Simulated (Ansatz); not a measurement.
The inner images of a band of CH4BClOSi (9 atoms, charge 0, multiplicity 1) are given out of order.

Computed with Ansatz, UKS PBE0-D4/6-31G*.

First end point:

```xyz
9
Properties=species:S:1:pos:R:3
Cl -2.498 1.152 0.130
B -0.942 0.406 0.016
C 0.357 0.626 0.895
O 1.262 -0.309 0.252
Si 0.228 -0.915 -0.949
H 0.765 1.647 0.854
H 0.233 0.372 1.959
H -0.021 -2.383 -0.836
H 0.704 -0.643 -2.338
```

Last end point:

```xyz
9
Properties=species:S:1:pos:R:3
Cl -2.379 1.068 -0.188
B -0.698 0.518 -0.496
C 0.435 0.558 0.688
O 1.131 -0.737 0.570
Si 0.035 -1.442 -0.425
H 1.185 1.341 0.530
H 0.040 0.639 1.704
H 0.592 -2.796 -0.811
H -0.253 0.804 -1.590
```

**Question.** Put them in order from the first end to the last, with their energies above the first end.
A.
```xyz
9
Properties=species:S:1:pos:R:3
Cl -2.413 1.230 -0.125
B -0.991 0.277 0.104
C 0.398 0.599 0.835
O 1.203 -0.559 0.487
Si 0.139 -1.100 -0.708
H 0.903 1.520 0.514
H 0.273 0.644 1.926
H 0.328 -2.497 -1.174
H 0.250 -0.159 -1.876
```
B.
```xyz
9
Properties=species:S:1:pos:R:3
Cl -2.380 1.211 -0.249
B -0.927 0.285 -0.022
C 0.448 0.594 0.770
O 1.271 -0.577 0.482
Si 0.090 -1.236 -0.509
H 0.988 1.495 0.460
H 0.264 0.645 1.851
H 0.413 -2.459 -1.287
H -0.078 -0.005 -1.513
```
C.
```xyz
9
Properties=species:S:1:pos:R:3
Cl -2.369 1.179 -0.255
B -0.752 0.450 -0.394
C 0.431 0.570 0.717
O 1.170 -0.693 0.551
Si -0.003 -1.442 -0.331
H 1.132 1.381 0.490
H 0.110 0.659 1.759
H 0.621 -2.626 -1.032
H -0.251 0.476 -1.522
```
D.
```xyz
9
Properties=species:S:1:pos:R:3
Cl -2.481 1.186 0.060
B -0.977 0.335 0.075
C 0.360 0.610 0.887
O 1.182 -0.493 0.421
Si 0.189 -0.993 -0.860
H 0.825 1.572 0.621
H 0.272 0.583 1.982
H 0.147 -2.471 -1.039
H 0.572 -0.375 -2.164
```
E.
```xyz
9
Properties=species:S:1:pos:R:3
Cl -2.365 1.196 -0.305
B -0.810 0.369 -0.259
C 0.447 0.585 0.741
O 1.241 -0.630 0.518
Si 0.017 -1.397 -0.306
H 1.068 1.439 0.446
H 0.204 0.674 1.805
H 0.543 -2.438 -1.253
H -0.257 0.155 -1.404
```

**Answer.** D (+7.7 kJ/mol), A (+38.9 kJ/mol), B (+75.5 kJ/mol), E (+49.3 kJ/mol), C (+45.4 kJ/mol).

Run time: 2.4 min on 2 threads of Intel(R) Xeon(R) 6975P-C (Granite Rapids), on a shared host, peak memory 0.34 GiB.
